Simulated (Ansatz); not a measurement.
CH$_{6}$AlFSi$_{2}$ (`F[Si]1([AlH2])C[SiH2]1`), relaxed with RKS PBE-D4/def2-SVP in Ansatz from a rough embedded geometry. The force threshold is 0.03 eV/Å; the program also tests the step.

Total charge 0; spin multiplicity 1.

Start:

```xyz
11

F     0.255    0.276   -2.444
Si   -0.281    0.184   -0.875
Al   -1.971   -1.305   -0.182
C     0.477    1.412    0.350
Si    1.553   -0.050    0.459
H    -3.344   -0.761    0.441
H    -1.702   -2.896   -0.215
H    -0.156    1.630    1.210
H     0.969    2.223   -0.241
H     2.863    0.078   -0.217
H     1.337   -0.789    1.715
```

Question: By how much does the energy fall, and how many steps does the optimiser take? (An estimate is asked.)

Answer: The calculation gave: 27.52 kcal/mol, in 22 steps.

Question: Which bonds change most? (Estimate.)

Answer: Ansatz gave: Al3–Si5 from 3.795 to 2.618 Å; Si2–Si5 from 2.280 to 2.569 Å; Si2–Al3 from 2.356 to 2.485 Å; C4–Si5 from 1.818 to 1.929 Å.

Question: Give the relaxed structure. (An estimate is asked.)

Answer: The calculation gave: 
```xyz
11

F     0.073    0.494   -2.534
Si   -0.736    0.663   -1.103
Al   -1.349   -1.474    0.007
C     0.494    1.514    0.055
Si    0.890   -0.278    0.648
H    -2.316   -1.218    1.261
H    -1.423   -2.743   -0.961
H     0.020    2.099    0.867
H     1.317    2.076   -0.426
H     2.163   -0.780    0.035
H     0.867   -0.354    2.149
```
